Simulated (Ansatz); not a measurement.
Reaction (formal exchange of groups at the Si–Ge bond): `[NH2][GeH2][SiH2]Cl` + `CCl` → `ClC[SiH2]Cl` + `[NH2][GeH3]`

Computed with Ansatz on PBE0-D4/def2-TZVP structures; ΔE is electronic, products minus reactants. CCSD(T)/CBS adds triple-zeta CCSD(T) − MP2 to the extrapolated MP2 energy (def2 sets, frozen cores). This one scheme is used for every species. DFT in def2-TZVPP. For Ge outer-core shells are correlated without core-valence functions, which leaves a few kJ/mol of doubt a bond. Scalar relativity is left out up to krypton. Each species was taken in one conformer, which may not be the lowest.

`[NH2][GeH2][SiH2]Cl`:

Z-matrix (Å, degrees):
```
Ge
Si 1 2.383
N 1 1.845 2 107.4
H 1 1.537 2 111.4 3 -116.3
H 1 1.553 2 109.0 3 124.3
Cl 2 2.060 1 110.2 3 65.8
H 2 1.485 1 111.1 3 -174.5
H 2 1.486 1 110.9 3 -53.4
H 3 1.011 1 114.0 2 64.8
H 3 1.011 1 113.6 2 -170.5
```

`CCl`:

Z-matrix (Å, degrees):
```
C
Cl 1 1.773
H 1 1.088 2 108.6
H 1 1.087 2 108.7 3 -120.0
H 1 1.088 2 108.7 3 120.0
```

`ClC[SiH2]Cl`:

Cartesian coordinates in Å:
```
Cl 1.589 1.224 -1.024
C 0.951 -0.184 -0.128
Si -0.876 0.140 0.133
Cl -1.679 -1.450 1.165
H 1.499 -0.265 0.810
H 1.136 -1.077 -0.725
H -1.059 1.365 0.941
H -1.560 0.247 -1.173
```

`[NH2][GeH3]`:

Cartesian coordinates in Å:
```
N 1.104 -0.363 -0.011
Ge -0.656 0.152 0.174
H 1.250 -1.054 -0.735
H 1.735 0.408 -0.181
H -0.706 1.155 1.336
H -1.266 0.816 -1.084
H -1.460 -1.115 0.502
```

| level | ΔE (kJ/mol) |
| --- | --- |
| PBE-D4 | 20.7 |
| r2SCAN-D4 | 14.3 |
| PBE0-D4 | 18.9 |
| PBE | 20.3 |

(1) What does CCSD(T)/CBS give? (Best estimate.)

Largest T1 diagnostic among the species: 0.011.

## Answers

(1) Ansatz gave: +12.1 kJ/mol. The listed levels differ from it by 8.6, 2.2, 6.8, 8.2 kJ/mol.
